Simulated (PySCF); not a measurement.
Species: C3H14NOPSi2.
Atom-mapped SMILES: `[CH3:1][CH2:2][P@@:3]([CH3:4])(=[O:5])[N:6]([SiH3:7])[SiH3:8]` (hydrogens: H9, H10, H11 on C1; H12, H13 on C2; H14, H15, H16 on C4; H17, H18, H19 on Si7; H20, H21, H22 on Si8)

The same species was optimised twice, with GFN2-xTB and with PBE0-D3(BJ)/def2-SVP (PySCF), and the same property calculations (PySCF, gas phase) were run on both structures.

```csv
coordinate,GFN2-xTB,PBE0-D3(BJ)/def2-SVP,change
P3=O5 (Å),1.465,1.501,+0.036
N6–Si7 (Å),1.754,1.781,+0.027
P3–C4 (Å),1.835,1.808,-0.027
C2–P3 (Å),1.841,1.818,-0.023
N6–Si8 (Å),1.739,1.754,+0.015
P3–N6 (Å),1.681,1.694,+0.013
C1–C2 (Å),1.520,1.522,+0.002
P3–N6–Si8 (°),120.9,127.5,+6.6
O5–P3–N6 (°),113.0,107.4,-5.6
Si7–N6–Si8 (°),126.1,121.0,-5.1
C1–C2–P3 (°),108.3,111.0,+2.7
C4–P3–O5 (°),112.1,114.4,+2.3
P3–N6–Si7 (°),112.7,111.4,-1.3
C4–P3–N6 (°),106.0,107.2,+1.2
C2–P3–O5 (°),112.7,113.7,+1.0
C1–C2–P3–C4 (°),-178,180,-2
C2–P3–N6–Si7 (°),-127,-121,+6
```

Rotational constants: A = 1293, B = 1038, C = 924.4 MHz (GFN2-xTB) against A = 1292, B = 997.3, C = 904.9 MHz (PBE0-D3(BJ)/def2-SVP). Point groups within 0.08 Å: C1 and C1.

On the GFN2-xTB structure: HOMO (eV) -7.49 [PBE0/pcSseg-1]; LUMO (eV) 0.06 [PBE0/pcSseg-1]; dipole (D) 3.40 [PBE0/pcSseg-1]; GIAO shielding of C1 (ppm) 180.6 [PBE0/pcSseg-1]; GIAO shielding of C2 (ppm) 156.9 [PBE0/pcSseg-1]; GIAO shielding of P3 (ppm) 297.2 [PBE0/pcSseg-1]; GIAO shielding of C4 (ppm) 167.6 [PBE0/pcSseg-1]; GIAO shielding of O5 (ppm) 207.3 [PBE0/pcSseg-1]; GIAO shielding of N6 (ppm) 235.2 [PBE0/pcSseg-1]; GIAO shielding of Si7/Si8 (mean) (ppm) 402.5 [PBE0/pcSseg-1].

**Question.** What do these properties become on the PBE0-D3(BJ)/def2-SVP structure?

**Answer.** 
| property | level | on GFN2-xTB | on PBE0-D3(BJ)/def2-SVP | change |
| --- | --- | --- | --- | --- |
| HOMO (eV) | PBE0/pcSseg-1 | -7.49 | -7.61 | -0.12 |
| LUMO (eV) | PBE0/pcSseg-1 | 0.06 | 0.09 | +0.03 |
| dipole (D) | PBE0/pcSseg-1 | 3.40 | 3.62 | +0.22 |
| energy, GFN2-xTB geometry as zero (kcal/mol) | PBE0/pcSseg-1 | 0.0 | -4.6 | -4.6 |
| GIAO shielding of C1 (ppm) | PBE0/pcSseg-1 | 180.6 | 178.6 | -2.0 |
| GIAO shielding of C2 (ppm) | PBE0/pcSseg-1 | 156.9 | 156.8 | -0.1 |
| GIAO shielding of P3 (ppm) | PBE0/pcSseg-1 | 297.2 | 283.0 | -14.2 |
| GIAO shielding of C4 (ppm) | PBE0/pcSseg-1 | 167.6 | 166.4 | -1.2 |
| GIAO shielding of O5 (ppm) | PBE0/pcSseg-1 | 207.3 | 194.3 | -13.0 |
| GIAO shielding of N6 (ppm) | PBE0/pcSseg-1 | 235.2 | 233.4 | -1.8 |
| GIAO shielding of Si7/Si8 (mean) (ppm) | PBE0/pcSseg-1 | 402.5 | 407.4 | +4.9 |

The heavy atoms differ by 0.107 Å rms after alignment. Among the bonds compared P3=O5 changes most (+0.036 Å). Changes are differences of the printed values. Neither structure is proved a minimum here.

The values belong to the conformer `[CH3:1][CH2:2][P@@:3]([CH3:4])(=[O:5])[N:6]([SiH3:7])[SiH3:8]`: C1–C2–P3–C4 180°, C2–P3–N6–Si7 -121°.
